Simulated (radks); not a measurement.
Q: These are the eigenvalues of the occupied orbitals of an atom or ion with whole-number occupations (hartree). All-electron calculation, Dirac Kohn-Sham, LDA (Slater exchange, Perdew-Wang correlation), spin-unpolarised, spherical densities, finite nucleus; Fermi nuclear charge, rms radius of each element as measured or else 0.836 A^(1/3) + 0.57 fm. Program: a radial shooting solver on a logarithmic mesh with Libxc functionals.

orbital  eigenvalue
1s1/2     -24.21501
2s1/2      -1.08955
2p1/2      -0.41663
2p3/2      -0.41428

Which element is it, and in what charge state? The configuration may be excited. Open shells, if any, are shared by 2j + 1.

A: Z = 9, fluorine, charge 0: F in [He] 2s2 2p5. The list shows which subshells hold electrons but not how many an open one holds; the 1s level, -24.215 hartree, gives Z - s = 7.0 by -(Z - s)^2/2, which with screening and relativity narrows Z to a few neighbours, and the depths of the outer levels then fix element, charge and occupations together.
